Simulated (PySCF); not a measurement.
Several molecules and their computed UV-vis stick spectra, shuffled. Computed with PySCF 2.14.0, density-fitted response routines, TDDFT PBE0/def2-SVPD, vertical, gas phase, core orbitals frozen in the response. Geometries: GFN2-xTB; one conformer of each isolated species. Triplets are in the Tamm–Dancoff approximation. Ions are computed without counter-ions or solvent.

A. `C[C@](Cl)(CF)CCl`
B. `O[SiH2][PH3+]`
C. `FC(F)(F)/C=C\CCCl`
D. `CCCCC#[O+]`
E. `CO[Si](C)(C)C`

Lowest singlet levels (six at most, fewer where fewer were computed) with oscillator strengths:

1. 7.02 eV (f 0.000); 7.14 eV (f 0.001); 7.33 eV (f 0.001); 7.46 eV (f 0.004); 7.91 eV (f 0.010); 7.97 eV (f 0.003); T1 6.40 eV
2. 5.31 eV (f 0.001); 5.41 eV (f 0.011); 5.52 eV (f 0.002); 5.56 eV (f 0.030); 5.63 eV (f 0.007); 5.69 eV (f 0.001); T1 5.21 eV
3. 6.86 eV (f 0.000); 7.42 eV (f 0.035); 7.81 eV (f 0.014); 7.92 eV (f 0.005); 8.17 eV (f 0.011); 8.69 eV (f 0.206); T1 6.50 eV
4. 7.03 eV (f 0.013); 7.49 eV (f 0.022); 7.83 eV (f 0.032); 8.03 eV (f 0.007); 8.04 eV (f 0.023); 8.19 eV (f 0.085); T1 6.90 eV
5. 6.58 eV (f 0.009); 6.63 eV (f 0.060); 7.31 eV (f 0.373); 7.45 eV (f 0.007); 7.47 eV (f 0.005); 7.68 eV (f 0.004); T1 4.21 eV

Task: Match each spectrum to its molecule.

Result: 1 = A, 2 = D, 3 = B, 4 = E, 5 = C.
- A: S1 at 7.02 eV, HOMO→LUMO (88%); Löwdin shares by element: HOMO chlorine 85%, carbon 5% or more; LUMO chlorine 52%, carbon 27% or more (atoms not listed hold the other 21%); HOMO -8.57 and LUMO -0.08 eV.
- B: S1 at 6.86 eV, HOMO→LUMO (98%); Löwdin shares by element: HOMO oxygen 49%, hydrogen 25% or more, silicon 23%; LUMO silicon 34%, phosphorus 28%, hydrogen 8% or more, oxygen 7% (atoms not listed hold the other 23%); HOMO -14.24 and LUMO -5.85 eV.
- C: S1 at 6.58 eV, HOMO-1→LUMO (65%), HOMO→LUMO (18%), HOMO-2→LUMO (15%); Löwdin shares by element: HOMO carbon 59% or more, chlorine 18% (atoms not listed hold the other 23%); LUMO carbon 75% or more (atoms not listed hold the other 25%); HOMO -8.45 and LUMO -1.04 eV.
- D: S1 at 5.31 eV, HOMO→LUMO (98%); Löwdin shares by element: HOMO carbon 49% or more, hydrogen 23% or more (atoms not listed hold the other 28%); LUMO carbon 54% or more, oxygen 32%, hydrogen 7% or more; HOMO -14.04 and LUMO -7.65 eV.
- E: S1 at 7.03 eV, HOMO→LUMO (97%); Löwdin shares by element: HOMO oxygen 39%, carbon 26% or more, silicon 11% (atoms not listed hold the other 23%); LUMO carbon 30% or more, silicon 16% (atoms not listed hold the other 54%); HOMO -7.64 and LUMO 0.49 eV; point group Cs.
A and E have S1 within 0.02 eV of each other; their strongest listed levels stand at 7.91 eV (f 0.010) and 8.19 eV (f 0.085).
